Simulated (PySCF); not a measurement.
A geometry optimisation, step by step.

BBr3.
Numbering: `[Br:1][B:2]([Br:3])[Br:4]`

Computed by this run: PBE0-D3(BJ)/def2-SVP geometry optimisation, gas phase in PySCF; density fitting, grid level 1; the optimiser is geomeTRIC in internal coordinates, started from a GFN2-xTB structure with every atom displaced at random (about 0.03 Å). The frame can shift and turn from step to step; on so coarse a grid that alone can change the energy by a few meV, and forces under 0.02 eV/Å are noise.

Step 0: E = -210766.9866 eV, largest atomic force 2.816 eV/Å
```
atom  x, y, z in Å  |  force x, y, z in eV/Å
Br1     1.906   -0.441   -0.308   -0.775   0.542  -0.096
B2     -0.012   -0.010   -0.235    2.310   1.413  -0.772
Br3    -0.703    1.687   -0.755    0.256  -0.070  -0.006
Br4    -1.087   -1.317    0.350   -1.791  -1.885   0.874
```

Step 1: E = -210767.1389 eV, largest atomic force 0.993 eV/Å
```
atom  x, y, z in Å  |  force x, y, z in eV/Å
Br1     1.883   -0.330   -0.344   -0.335  -0.188   0.109
B2     -0.018   -0.041   -0.224    0.903   0.345  -0.226
Br3    -0.595    1.685   -0.766   -0.346  -0.031   0.050
Br4    -1.165   -1.394    0.387   -0.222  -0.126   0.067
```

Step 2: E = -210767.1728 eV, largest atomic force 0.176 eV/Å
```
atom  x, y, z in Å  |  force x, y, z in eV/Å
Br1     1.888   -0.385   -0.324    0.002   0.102  -0.032
B2      0.029   -0.009   -0.241   -0.087  -0.141   0.060
Br3    -0.662    1.684   -0.759    0.075  -0.060   0.010
Br4    -1.152   -1.371    0.376    0.010   0.099  -0.038
```

Step 3: E = -210767.1750 eV, largest atomic force 0.066 eV/Å
```
atom  x, y, z in Å  |  force x, y, z in eV/Å
Br1     1.888   -0.371   -0.327    0.014   0.015  -0.002
B2      0.024   -0.017   -0.237    0.011  -0.062   0.019
Br3    -0.649    1.678   -0.759   -0.015   0.024  -0.009
Br4    -1.160   -1.371    0.376   -0.009   0.022  -0.008
```

Step 4: E = -210767.1751 eV, largest atomic force 0.024 eV/Å
```
atom  x, y, z in Å  |  force x, y, z in eV/Å
Br1     1.890   -0.368   -0.326   -0.010   0.003   0.003
B2      0.025   -0.020   -0.238    0.019  -0.012   0.008
Br3    -0.649    1.677   -0.760   -0.007   0.002  -0.005
Br4    -1.162   -1.370    0.375   -0.002   0.006  -0.006
```

Question: Summarise the path.

Answer: The energy falls by 18.18 kJ/mol from step 0 to step 4; nine tenths of that is first reached at step 2. It falls at every step. The largest force goes from 2.816 to 0.024 eV/Å. Among the bonds B2–Br4 changes most, from 1.791 to 1.899 Å; the atoms move by 0.070 Å rms after alignment.

The cost below is that of the whole optimisation. The run took 50 s wall on Arm Neoverse N1, one thread, no GPU, shared host with 64 logical CPUs at a one-minute load of 55, and the process peaked at 0.45 GiB of memory.
